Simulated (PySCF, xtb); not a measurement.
Cl₃Si, SMILES Cl[Si](Cl)Cl (connectivity only; charge and spin as stated), charge +1, multiplicity 1.

Harmonic wavenumbers (cm⁻¹) from GFN2-xTB run with xtb at its own minimum, in rising order: 138, 138, 244, 447, 695, 695.

What does PBE-D3(BJ)/def2-SVP (PySCF) give at its own minimum? (Estimate from the structure and the level; the computed values follow.)

173, 174, 222, 438, 731, 731. Paired by order, the mean absolute difference is 29 cm⁻¹ and the zero-point energies are 3.4 and 3.5 kcal/mol.
